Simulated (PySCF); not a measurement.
C₂H₂F₄, SMILES FCC(F)(F)F. Atoms are numbered in the order given.

```xyz
8

F      0.1603     1.9605     0.0000
C     -0.7378     0.9237     0.0000
C     -0.0027    -0.4120     0.0000
F      0.7773    -0.5513     1.0902
F      0.7773    -0.5513    -1.0902
F     -0.9145    -1.4139     0.0000
H     -1.3799     0.9672     0.9063
H     -1.3799     0.9672    -0.9063
```
Charge 0, spin multiplicity 1.

Geometry optimised at PBE-D3(BJ)/def2-SVP.

All values below come from M06-2X/def2-TZVP (PySCF).

ESP charges are fitted to the potential on shells at 1.4 to 2.0 van der Waals radii. Atomic charges (e):

| atom | ESP fit | Mulliken | IAO |
|---|---|---|---|
| F1 | -0.15 | -0.21 | -0.31 |
| C2 | -0.15 | -0.06 | 0.02 |
| C3 | 0.50 | 0.49 | 0.84 |
| F4 | -0.16 | -0.17 | -0.29 |
| F5 | -0.16 | -0.17 | -0.29 |
| F6 | -0.20 | -0.18 | -0.30 |
| H7 | 0.16 | 0.15 | 0.16 |
| H8 | 0.16 | 0.15 | 0.16 |

### Question
Give the Mayer and Wiberg (Löwdin basis) orders of the bonds. (An estimate is asked for; the answer gives what the named calculation found.)

### Answer

```
bond   Mayer  Wiberg
-----  -----  ------
F1–C2   1.00    1.69
C2–C3   1.00    1.17
C3–F4   1.11    1.75
C3–F5   1.11    1.75
C3–F6   1.09    1.72
C2–H7   0.95    0.88
C2–H8   0.95    0.88
```
